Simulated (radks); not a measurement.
Results of a calculation; reference values are marked as such.
Task: All-electron atom: neutral osmium in [Xe] 4f14 5d(up 4.5, down 1.5) 6s2 (fractional occupations, a model configuration). Code: a radial shooting solver on a logarithmic mesh with Libxc functionals. Model: scalar-relativistic Kohn-Sham, r2SCAN, spin-polarised, spherical densities, finite nucleus; meta-GGA in the generalised Kohn-Sham scheme; Fermi nuclear charge, rms radius 5.4126 fm. Some entries of the table are withheld. Estimate them.

| orbital | occ. | eigenvalue (eV) | r(max) (bohr) |
|---|---|---|---|
| 1s down | 1 | -73942.32 | 0.01103 |
| 1s up | 1 | -73942.31 | 0.01103 |
| 2s up | 1 | -12904.98 | 0.06338 |
| 2s down | 1 | -12904.73 | 0.06338 |
| 2p up | 3 | -11235.64 | 0.05219 |
| 2p down | 3 | -11235.45 | 0.05219 |
| 3s up | 1 | -3013.515 | 0.1786 |
| 3s down | 1 | -3013.491 | 0.1786 |
| 3p up | 3 | -2521.084 | 0.1772 |
| 3p down | 3 | -2521.041 | 0.1772 |
| 3d up | 5 | -1969.667 | 0.1446 |
| 3d down | 5 | -1969.524 | 0.1446 |
| 4s up | 1 | -642.0316 | 0.4048 |
| 4s down | 1 | -641.8332 | 0.4049 |
| 4p up | 3 | -479.7963 | 0.4250 |
| 4p down | 3 | -479.6241 | 0.4250 |
| 4d up | 5 | -277.2711 | 0.4347 |
| 4d down | 5 | -277.0636 | 0.4347 |
| 5s up | 1 | -94.2417 | 0.9160 |
| 5s down | 1 | -92.6502 | 0.9132 |
| 5p up | 3 | (1) | 1.033 |
| 4f up | 7 | -52.7219 | 0.4068 |
| 4f down | 7 | -52.3671 | 0.4068 |
| 5p down | 3 | (2) | 1.028 |
| 5d up | 4.5 | -7.4362 | 1.354 |
| 6s up | 1 | -6.8660 | 2.434 |
| 6s down | 1 | -5.7716 | 2.572 |
| 5d down | 1.5 | -5.0007 | 1.343 |

Result: 
(1) 5p up eigenvalue (eV): -53.2003
(2) 5p down eigenvalue (eV): -51.0737
